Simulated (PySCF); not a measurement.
From computed data to an observable: oscillator strength and radiative lifetime

GaH₃Se₂, SMILES [SeH][GaH][SeH].

Coordinates come from a B3LYP-D3(BJ)/def2-SVP optimisation. The structure was generated by enumeration; whether it is a known compound was not checked. Other conformers were not sampled.

PySCF 2.14.0 with TDA-LC-ωPBE/def2-SVPD puts the first singlet state with f over 0.02 at 5.55 eV (vertical), with the transition dipole (0.000, -0.634, 0.000) in atomic units.

### Question
Find the oscillator strength, the wavelength and the radiative lifetime that this transition would have in vacuum if emission retraced absorption.

### Answer

|μ|² = 0.4020 au, so |μ| = 1.61 D. ΔE = 5.55/27.211 = 0.2040 hartree. f = (2/3) ΔE |μ|² = 0.055 (the program prints 0.055).
λ = 1239.84/5.55 = 223 nm; ν = 44764 cm⁻¹.
Einstein's coefficient A = 0.6670 ν² f s⁻¹ (ν in cm⁻¹) = 7.3e7 s⁻¹, so τ = 1/A = 14 ns. This state is S2; the lower singlet has f = 0.000. The figure is the radiative limit of this one transition; relaxation, internal conversion, crossing to triplets and a medium change what is measured.
